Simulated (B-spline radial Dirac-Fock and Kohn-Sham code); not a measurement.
## Kα1 satellite and hypersatellite shifts, Ne to Ni

Model: Dirac-Fock (average of configuration) total-energy differences with a finite nucleus, the Breit interaction including its frequency dependence, and self-energy and vacuum-polarisation corrections. Program: a B-spline atomic structure program. Shifts of the K-L3 line in eV with one spectator hole, averages over J within each jj subconfiguration of free neutral atoms, not observable levels.

```
 Z  element  Kα1 (eV)  1s hole  2p3/2 hole
10       Ne     849.5    +97.1        +5.0
12       Mg    1254.5   +118.6        +7.9
13       Al    1487.5   +129.3        +9.2
14       Si    1740.8   +139.9       +10.5
18       Ar    2957.7   +183.0       +15.3
19        K    3313.7   +194.2       +16.8
20       Ca    3690.6   +205.4       +18.3
21       Sc    4089.5   +216.7       +19.8
22       Ti    4509.5   +228.2       +21.4
23        V    4950.7   +239.6       +22.9
24       Cr    5413.8   +251.4       +24.5
25       Mn    5896.7   +262.8       +25.8
26       Fe    6401.8   +274.5       +27.3
27       Co    6928.4   +286.3       +28.7
28       Ni    7476.5   +298.1       +30.2
```

Values without a named source are computed, but for edge energies of neutral atoms, which are taken from tables.
